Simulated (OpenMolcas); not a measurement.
Sc2+: from CASSCF to CASPT2

| Item | Value |
| --- | --- |
| Program | OpenMolcas |
| Basis | ANO-RCC-VTZP [6s5p3d2f1g] |
| Scalar Hamiltonian | DKH2, point nucleus |
| Active space | 1 electron in 6 orbitals (3d 4s) |
| State averaging | 2S+1 = 2 even, 6 roots |
| Spin-orbit coupling | state interaction with AMFI integrals over the reference wave functions, term energies averaged over their components |

Methods on the same reference wave functions:
A. CASSCF
B. SS-CASPT2, IPEA 0.25 Eh, imaginary shift 0.1 Eh (closed shells correlated: 3s 3p)
C. XMS-CASPT2, IPEA 0.25 Eh, imaginary shift 0.1 Eh (closed shells correlated: 3s 3p)

Energies in cm⁻¹ above 3d ²D_3/2, the measured ground level; measured values from Sugar and Corliss, J. Phys. Chem. Ref. Data 9, 473 (1980).

```json
{"Level": "3d ²D_3/2", "A": "0.0", "B": "0.0", "C": "0.0", "Measured": "0.0"}
{"Level": "3d ²D_5/2", "A": "195", "B": "195", "C": "195", "Measured": "198"}
{"Level": "4s ²S_1/2", "A": "25590", "B": "24980", "C": "24530", "Measured": "25539"}
```

Deviations, from unrounded energies. A percentage is the sum of absolute deviations over the sum of measured energies, with the sign that they share, or ± where signs differ.

```csv
Against measurement,Levels,A,B,C
mean absolute deviation (cm-1),2,27,280,500
fine structure of the ground term (%),1,-1.4,-1.4,-1.4
other configurations (%),1,+0.2,-2.2,-3.9
```

A lies closest to measurement on these levels and C furthest from it. The largest miss of A in the table is 4s ²S_1/2, by +51 cm-1. The ranking rests on the paired levels alone, and a cruder setting can come out closer through cancelling errors.

Between B and C the level of the table that moves most is 4s ²S_1/2, by 450 cm-1 (lowest in C, highest in B). Moves below CASPT2's spread within the term are not significant.

The lowest spin-free term lies below A's lowest term by 0.268 hartree in B, 0.271 hartree in C.

Term energies are means over components that CASPT2 splits; among the terms shown or strongly mixed into the levels shown the widest spread is 85 cm-1 (3d ²D, B). With one active electron the reference holds no correlation, so core polarisation is missing (holds for A). With one active electron, CASPT2 adds the correlation within the correlated inactive shells and between them and that electron, and leaves the splitting within a term as the reference gives it (holds for B; C). Measured partners are found by configuration, term and J. A level has none where our copy of the source lacks it or the pairing is in doubt (some pairs that miss far off the trend of their configuration count as doubtful), and it then counts in no deviation. Only configurations of the active space appear.
